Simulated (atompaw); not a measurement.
# u(r) = r·R(r): atom against pseudo-atom (Co (Z = 27))

Columns: radius, all-electron u(r) and pseudo u(r) of the 3s shell (level -106.62 eV) of cobalt in the configuration [Ne] 3s2 3p6 3d7 4s1.5 4p0; PBE, scalar-relativistic, PAW (atompaw) scheme, atompaw 4.2.0.5.

```tsv
r (bohr)	all-electron	pseudo
0.056	0.1979	0.1865
0.112	-0.4146	0.3686
0.167	-0.6729	0.5390
0.223	-0.5601	0.7000
0.279	-0.2363	0.8448
0.335	0.1526	0.9704
0.390	0.5116	1.0728
0.446	0.8115	1.1545
0.502	1.0315	1.2122
0.558	1.1739	1.2462
0.613	1.2484	1.2571
0.669	1.2706	1.2469
0.725	1.2520	1.2173
0.781	1.2045	1.1711
0.837	1.1376	1.1113
0.892	1.0606	1.0426
0.948	0.9765	0.9657
1.004	0.8907	0.8852
1.060	0.8062	0.8040
1.115	0.7267	0.7259
1.171	0.6502	0.6500
1.227	0.5792	0.5792
1.283	0.5140	0.5140
1.338	0.4557	0.4557
1.394	0.4019	0.4019
1.450	0.3537	0.3537
```

Q: How many radial nodes do the two functions have?

A: The all-electron 3s function has n − l − 1 = 2; the pseudo-wave has 0, since the states of the same l below it are removed with the core.

Q: At about which radius was the pseudo-wave matched?

A: 1.30 bohr. The columns agree to 0.0005 from 1.17 bohr on; several derivatives are matched, so the curves merge somewhat inside the radius.

Q: Where does each function peak?

A: Outermost all-electron maximum near 0.67 bohr, pseudo maximum near 0.61 bohr (to the table’s step).

Q: Is the pseudo-wave norm-conserving?

A: No, it belongs to a PAW set: the norm inside the radius is not constrained, and the difference is carried by the augmentation charge.
